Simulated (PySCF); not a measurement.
C2H5ClZn, SMILES [Zn]([Cl])[CH2]C.

The structure is a stationary point at PBE-D3(BJ)/def2-SVP. The structure was generated by enumeration; whether it is a known compound was not checked. The values are those of a single conformer.

All values below come from PBE/def2-TZVP (PySCF).

Isolated molecule, no solvent.

* **total energy**: -2318.34327 hartree
* **point group**: Cs
* **highest occupied level**: -6.81 eV
* **lowest empty level**: -1.36 eV
* **orbital gap**: 5.46 eV
* **dipole moment**: 2.73 D
* **quadrupole, principal values (traceless, Buckingham form, about the centre of nuclear charge)**: -6.46, 2.98, 3.48 D·Å
* **mean static polarisability**: 64.5 bohr³ (9.56 Å³)
* **polarisability, principal values**: 49.7, 52.9, 91.0 bohr³
